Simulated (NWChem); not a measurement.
All runs are NWChem calculations. System: FNa, charge 0, spin multiplicity 1, at a geometry optimised with PBE0/def2-SVP. The structure started from a generated list of species. Level: RHF/3-21G.

Part of the output:

```
             Northwest Computational Chemistry Package (NWChem) 7.3.0
             --------------------------------------------------------

                                NWChem Input Module
                                -------------------

 Scaling coordinates for geometry "geometry" by  1.889725989
 (inverse scale =  0.529177249)

 Turning off AUTOSYM since
 SYMMETRY directive was detected!

                             Geometry "geometry" -> ""
                             -------------------------

 Output coordinates in angstroms (scale by  1.889725989 to convert to a.u.)

  No.       Tag          Charge          X              Y              Z
 ---- ---------------- ---------- -------------- -------------- --------------
    1 Na                  11.0000     0.00000000     0.00000000    -0.84971300
    2 F                    9.0000     0.00000000     0.00000000     1.03853800

 Effective nuclear repulsion energy (a.u.)      27.7444829374

            Nuclear Dipole moment (a.u.)
            ----------------------------
        X                 Y               Z
 ---------------- ---------------- ----------------
     0.0000000000     0.0000000000    -0.0000018897

      Symmetry information
      --------------------

 Group name             C2v
 Group number             16
 Group order               4
 No. of unique centers     2

      Symmetry unique atoms

     1    2


 Summary of "ao basis" -> "" (spherical)
 ------------------------------------------------------------------------------
       Tag                 Description            Shells   Functions and Types
 ---------------- ------------------------------  ------  ---------------------
 *                           3-21g                    on all atoms

 Summary of "ao basis" -> "ao basis" (spherical)
 ------------------------------------------------------------------------------
       Tag                 Description            Shells   Functions and Types
 ---------------- ------------------------------  ------  ---------------------
 Na                          3-21g                   7       13   4s3p
 F                           3-21g                   5        9   3s2p

                                 NWChem SCF Module
                                 -----------------

  ao basis        = "ao basis"
  functions       =    22
  atoms           =     2
  closed shells   =    10
  open shells     =     0
  charge          =   0.00
  wavefunction    = RHF
  use symmetry    = T
  symmetry adapt  = T

 Summary of "ao basis" -> "ao basis" (spherical)
 ------------------------------------------------------------------------------
       Tag                 Description            Shells   Functions and Types
 ---------------- ------------------------------  ------  ---------------------
 Na                          3-21g                   7       13   4s3p
 F                           3-21g                   5        9   3s2p

      Symmetry analysis of basis
      --------------------------

        a1         12
        a2          0
        b1          5
        b2          5

 Forming initial guess at       0.1s

      Superposition of Atomic Density Guess
      -------------------------------------

 Sum of atomic energies:        -259.71139801

      Non-variational initial energy
      ------------------------------

 Total energy =    -259.385605
 1-e energy   =    -420.450627
 2-e energy   =     133.320539
 HOMO         =      -0.599139
 LUMO         =      -0.054828

      Symmetry analysis of molecular orbitals - initial
      -------------------------------------------------

 !! scf_movecs_sym_adapt:   10 vectors were symmetry contaminated

  Symmetry fudging

 !! scf_movecs_sym_adapt:   10 vectors were symmetry contaminated

  Numbering of irreducible representations:

     1 a1          2 a2          3 b1          4 b2

  Orbital symmetries:

     1 a1          2 a1          3 a1          4 a1          5 b2
     6 b1          7 a1          8 a1          9 b2         10 b1
    11 a1         12 b2         13 b1         14 a1         15 a1
    16 b1         17 b2         18 a1         19 b1         20 b2

 Starting SCF solution at       0.1s

 ----------------------------------------------
         Quadratically convergent ROHF

 Convergence threshold     :          1.000E-07
 Maximum no. of iterations :          100
 Final Fock-matrix accuracy:          1.000E-09
 ----------------------------------------------

              iter       energy          gnorm     gmax       time
             ----- ------------------- --------- --------- --------
                 1     -259.6976045543  1.25D+00  5.96D-01      0.1
                 2     -259.7513312296  2.37D-01  9.65D-02      0.1
                 3     -259.7648380750  7.73D-02  2.84D-02      0.1
                 4     -259.7654459883  3.82D-03  1.85D-03      0.1
                 5     -259.7654492996  1.99D-05  8.01D-06      0.2
                 6     -259.7654492997  1.10D-09  5.09D-10      0.2

       Final RHF  results
       ------------------

         Total SCF energy =   -259.765449299694
      One-electron energy =   -423.769163267508
      Two-electron energy =    136.259231030445
 Nuclear repulsion energy =     27.744482937369

        Time for solution =      0.0s

       Symmetry analysis of molecular orbitals - final
       -----------------------------------------------

  Numbering of irreducible representations:

     1 a1          2 a2          3 b1          4 b2

  Orbital symmetries:

     1 a1          2 a1          3 a1          4 a1          5 b2
     6 b1          7 a1          8 a1          9 b2         10 b1
    11 a1         12 b1         13 b2         14 a1         15 a1
    16 b1         17 b2         18 a1         19 b2         20 b1

             Final eigenvalues
             -----------------

              1
    1  -40.2061
    2  -25.8611
    3   -2.7611
    4   -1.4815
    5   -1.4810
    6   -1.4810
    7   -1.2579
    8   -0.3710
    9   -0.3623
   10   -0.3623
   11   -0.0062
   12    0.0481
   13    0.0481
   14    0.0878
   15    0.1404
   16    0.1861
   17    0.1861
   18    0.3049
   19    2.4758
   20    2.4758

                       ROHF Final Molecular Orbital Analysis
                       -------------------------------------

 Vector    8  Occ=2.000000D+00  E=-3.710310D-01  Symmetry=a1
              MO Center= -5.4D-16,  3.5D-17,  1.0D+00, r^2= 6.6D-01
   Bfn.  Coefficient  Atom+Function         Bfn.  Coefficient  Atom+Function
  ----- ------------  ---------------      ----- ------------  ---------------
    22      0.609653  2 F  pz                18      0.502683  2 F  pz
     6     -0.258044  1 Na s

 Vector    9  Occ=2.000000D+00  E=-3.623085D-01  Symmetry=b2
              MO Center= -9.6D-46,  2.7D-17,  9.9D-01, r^2= 6.4D-01
   Bfn.  Coefficient  Atom+Function         Bfn.  Coefficient  Atom+Function
  ----- ------------  ---------------      ----- ------------  ---------------
    21      0.616069  2 F  py                17      0.506966  2 F  py
     8      0.167862  1 Na py

 Vector   10  Occ=2.000000D+00  E=-3.623085D-01  Symmetry=b1
              MO Center=  7.9D-17, -1.0D-43,  9.9D-01, r^2= 6.4D-01
   Bfn.  Coefficient  Atom+Function         Bfn.  Coefficient  Atom+Function
  ----- ------------  ---------------      ----- ------------  ---------------
    20      0.616069  2 F  px                16      0.506966  2 F  px
     7      0.167862  1 Na px

 Vector   11  Occ=0.000000D+00  E=-6.199885D-03  Symmetry=a1
              MO Center=  5.7D-15, -2.8D-15, -2.4D+00, r^2= 7.9D+00
   Bfn.  Coefficient  Atom+Function         Bfn.  Coefficient  Atom+Function
  ----- ------------  ---------------      ----- ------------  ---------------
    10      0.995861  1 Na s                 13     -0.373048  1 Na pz
     9     -0.166941  1 Na pz                 2     -0.156670  1 Na s

 Vector   12  Occ=0.000000D+00  E= 4.812952D-02  Symmetry=b1
              MO Center= -2.4D-15, -1.1D-43, -8.4D-01, r^2= 1.7D+01
   Bfn.  Coefficient  Atom+Function         Bfn.  Coefficient  Atom+Function
  ----- ------------  ---------------      ----- ------------  ---------------
    11      1.180742  1 Na px                 7     -0.253200  1 Na px

 Vector   13  Occ=0.000000D+00  E= 4.812952D-02  Symmetry=b2
              MO Center=  1.9D-44,  6.8D-15, -8.4D-01, r^2= 1.7D+01
   Bfn.  Coefficient  Atom+Function         Bfn.  Coefficient  Atom+Function
  ----- ------------  ---------------      ----- ------------  ---------------
    12      1.180742  1 Na py                 8     -0.253200  1 Na py

 center of mass
 --------------
 x =   0.00000000 y =   0.00000000 z =   0.00881348

 moments of inertia (a.u.)
 ------------------
         132.446986505747           0.000000000000           0.000000000000
           0.000000000000         132.446986505747           0.000000000000
           0.000000000000           0.000000000000           0.000000000000

  Mulliken analysis of the total density
  --------------------------------------

    Atom       Charge   Shell Charges
 -----------   ------   -------------------------------------------------------
    1 Na  11    10.30   2.00  1.99  5.95  0.13  0.27 -0.03 -0.00
    2 F    9     9.70   1.98  0.43  2.46  1.55  3.27

       Multipole analysis of the density wrt the origin
       ------------------------------------------------

     L   x y z        total         open         nuclear
     -   - - -        -----         ----         -------
     0   0 0 0     -0.000000      0.000000     20.000000

     1   1 0 0      0.000000      0.000000      0.000000
     1   0 1 0      0.000000      0.000000      0.000000
     1   0 0 1     -3.002516      0.000000     -0.000002

     2   2 0 0     -7.293501      0.000000      0.000000
     2   1 1 0      0.000000      0.000000      0.000000
     2   1 0 1      0.000000      0.000000      0.000000
     2   0 2 0     -7.293501      0.000000      0.000000
     2   0 1 1     -0.000000      0.000000      0.000000
     2   0 0 2     -7.626034      0.000000     63.026373

 Task  times  cpu:        0.1s     wall:        0.1s

 Total times  cpu:        0.2s     wall:        0.2s
```

Q: Write an NWChem input that would produce this output.

A: One answer among several that fit: 
```
start mol
memory heap 200 mb stack 900 mb global 1100 mb
geometry units angstroms nocenter noautoz
  Na     0.000000     0.000000    -0.849713
  F      0.000000     0.000000     1.038538
  symmetry group C2v
end
basis spherical
  * library 3-21g
end
scf
  rhf
  nopen 0
  maxiter 100
  thresh 1e-7
  semidirect memsize 60000000 filesize 0
end
task scf energy
```
